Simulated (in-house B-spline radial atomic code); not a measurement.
Configurations of Rb2+, with energies counted from [Ar] 3d10 4s2 4p5. Computed with an all-electron radial atomic-structure program (B-spline basis): scalar-relativistic (X2C) Hartree-Fock, spin-polarised, averaged over the determinants with the given up and down occupations, Fermi nucleus of rms radius 4.2036 fm. Shells without spins written out take the highest spin.

Occupations are held fixed; configurations that lie above the ionisation limit could autoionise.

| configuration | E - E(ref) (eV) | highest orbital | its <r> (bohr) |
| --- | --- | --- | --- |
| [Ar] 3d9 4s2 4p5 5s1 | 119.78 | 5s up | 3.506 |
| [Ar] 3d(4 up, 5 down) 4s2 4p(2 up, 3 down) 5s(1 up, 0 down) | 120.03 | 5s up | 3.553 |
| [Ar] 3d9 4s2 4p5 5p1 | 123.59 | 5p up | 4.146 |
| [Ar] 3d9 4s2 4p5 5d1 | 128.73 | 5d up | 5.843 |
| [Ne] 3s2 3p(2 up, 3 down) 3d10 4s2 4p(3 up, 2 down) 5f(0 up, 1 down) | 268.02 | 5f down | 10.13 |

Order these further configurations by energy, lowest first.
A. [Ar] 3d(5 up, 4 down) 4s2 4p(2 up, 3 down) 5d(1 up, 0 down)
B. [Ar] 3d10 4s1 4p6
C. [Ar] 3d10 4s1 4p5 4d1
D. [Ar] 3d10 4s2 4p(3 up, 1 down) 4d(1 up, 0 down)
E. [Ar] 3d10 4s2 4p4 5d1

D (19.375 eV), B (20.325 eV), E (29.118 eV), C (38.165 eV), A (129.23 eV).

How far above the reference does [Ar] 3d10 4s1 4p5 5p1 lie?

43.11 eV; its least bound orbital is 5p up with <r> = 4.208 bohr.
